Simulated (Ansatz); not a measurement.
Ansatz (a program for electronic structure) input (CCSD(T)/aug-cc-pVDZ):

Ansatz 0.2 input:
```yaml
crystal:
  periodic: [false, false, false]
  atoms:
    - {symbol: Ga, position_ang: [-0.03948009, -0.00409628, 0.01789663]}
    - {symbol: H, position_ang: [1.06030992, -0.38010390, 1.15746597]}
    - {symbol: H, position_ang: [0.12278560, 1.53990398, -0.47125681]}
    - {symbol: H, position_ang: [0.04078718, -1.03281531, -1.24100463]}
basis:
  gaussian:
    orbitals: aug-cc-pVDZ
total_charge: -1
magnetization: {spin_polarized: true, initial_magnetization: 1}
correlation: {method: ccsd_t, electrons: outside_noble_gas}
output: {forces: true}
```

End of the output:

```
mean field -52379.80148959 eV, -1924.9222004378 hartree, gradient 4.4e-6 eV, S^2 0.754056; 2 other end points of the search recorded, 0 dependent functions left out
determinant -52379.80148959 eV, -1924.9222004378 hartree, with singles and doubles -52383.02251712 eV, -1925.0405710164 hartree
determinant -52378.32044889 eV, -1924.8677731959 hartree, with singles and doubles -52381.32336035 eV, -1924.9781281567 hartree
determinant -52378.32029751 eV, -1924.8677676330 hartree, with singles and doubles -52381.32458198 eV, -1924.9781730508 hartree
14 core orbitals not correlated
reference -52379.80148959 eV, -1924.9222004378 hartree; 4, 3 occupied and 45, 46 virtual orbitals, 659 factors
densities: 0.20 GiB planned
second order -2.47457999 eV of doubles, -0.00000000 eV of singles
coupled cluster: 0.16 GiB planned
cycle   1  -3.19167197 eV  change   -1.2e-1 eV  update   2.1e-2
cycle   2  -3.19666581 eV  change   -5.0e-3 eV  update   8.3e-3
cycle   3  -3.20058111 eV  change   -3.9e-3 eV  update   3.6e-3
cycle   4  -3.20185639 eV  change   -1.3e-3 eV  update   1.5e-3
cycle   5  -3.20170456 eV  change    1.5e-4 eV  update   6.3e-4
cycle   6  -3.20165858 eV  change    4.6e-5 eV  update   2.6e-4
cycle   7  -3.20168059 eV  change   -2.2e-5 eV  update   1.0e-4
cycle   8  -3.20167289 eV  change    7.7e-6 eV  update   4.0e-5
cycle   9  -3.20166418 eV  change    8.7e-6 eV  update   1.8e-5
cycle  10  -3.20166366 eV  change    5.2e-7 eV  update   7.7e-6
cycle  11  -3.20166542 eV  change   -1.8e-6 eV  update   3.0e-6
cycle  12  -3.20166603 eV  change   -6.1e-7 eV  update   1.2e-6
cycle  13  -3.20166585 eV  change    1.8e-7 eV  update   4.8e-7
perturbative correction -0.06554571 eV, -0.0024087603 hartree
the calculation of the forces begins
Total energy: -52383.06870114 eV, -1925.0422682478 hartree
Atom 0 at    -0.039480    -0.004096     0.017897 Å, force     0.069559     0.007217    -0.031532 eV/Å
Atom 1 at     1.060310    -0.380104     1.157466 Å, force     0.053861    -0.052298     0.169058 eV/Å
Atom 2 at     0.122786     1.539904    -0.471257 Å, force    -0.056868     0.174470    -0.023307 eV/Å
Atom 3 at     0.040787    -1.032815    -1.241005 Å, force    -0.066552    -0.129389    -0.114220 eV/Å
Dipole moment:     0.082719     0.008583    -0.037497 e Å
```
